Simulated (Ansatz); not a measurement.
CH5ClGeSe, SMILES `[CH3][GeH]([Cl])[SeH]`, relaxed with RKS PBE0-D4/def2-TZVP in Ansatz 0.2.0 from a PBE-D4/def2-SVP geometry. The force threshold is 0.005 eV/Å; the program also tests the step.

Total charge 0; spin multiplicity 1.

Start:

```xyz
9

C     0.484   -0.847    0.793
Ge    0.123    0.825   -0.156
Cl    1.552    0.919   -1.819
Se   -2.106    0.937   -0.947
H    -0.193   -0.932    1.665
H     0.317   -1.702    0.111
H     1.538   -0.857    1.133
H     0.328    2.110    0.687
H    -2.042   -0.454   -1.466
```

```
step   energy (eV)  largest force (eV/Å)  largest move (Å)
   1  -135492.0777                 0.490             0.000
   2  -135492.1080                 0.143             0.043
   3  -135492.1097                 0.041             0.022
   4  -135492.1104                 0.008             0.013
   5  -135492.1104                 0.003             0.001
```

End:

```xyz
9

C     0.481   -0.841    0.789
Ge    0.120    0.817   -0.149
Cl    1.522    0.911   -1.797
Se   -2.083    0.928   -0.947
H    -0.185   -0.930    1.647
H     0.318   -1.682    0.115
H     1.519   -0.849    1.124
H     0.335    2.093    0.677
H    -2.027   -0.448   -1.459
```

Run time 19 s (4 threads of a server CPU on a shared host); peak host memory 0.7 GiB.
